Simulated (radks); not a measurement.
Values are calculated unless marked as measured or tabulated.
Q: All-electron atom: Sb12+ in [Kr] 4d3 (the NIST ground configuration). Level of theory: Dirac Kohn-Sham, LB94 model potential, spin-unpolarised, spherical densities, finite nucleus; open shells fill j = l - 1/2 first; Fermi nuclear charge, rms radius 4.6802 fm (a radial shooting solver on a logarithmic mesh with Libxc functionals). Some entries of the table are withheld. Estimate them.

orbital,occ.,eigenvalue (eV),<1/r> (bohr^-1),<r^2> (bohr^2)
1s1/2,2,-30692.75,54.37,0.001090
2s1/2,2,-4909.893,12.65,0.01757
2p1/2,2,(1),(2),0.01302
2p3/2,4,(3),(4),0.01431
3s1/2,2,-1175.551,4.482,0.1238
3p1/2,2,-1054.588,4.404,0.1183
3p3/2,4,-1007.508,4.180,0.1264
3d3/2,4,-793.7069,4.045,0.1069
3d5/2,6,-783.7817,3.987,0.1092
4s1/2,2,-389.0139,1.877,0.6350
4p1/2,2,-346.1467,1.790,0.6801
4p3/2,4,-335.8045,1.720,0.7191
4d3/2,3,(5),1.550,0.8330
4d5/2,0,(6),1.534,0.8460

A: 
(1) 2p1/2 eigenvalue (eV): -4616.828
(2) 2p1/2 <1/r> (bohr^-1): 12.65
(3) 2p3/2 eigenvalue (eV): -4362.173
(4) 2p3/2 <1/r> (bohr^-1): 11.74
(5) 4d3/2 eigenvalue (eV): -265.0802
(6) 4d5/2 eigenvalue (eV): -263.2103
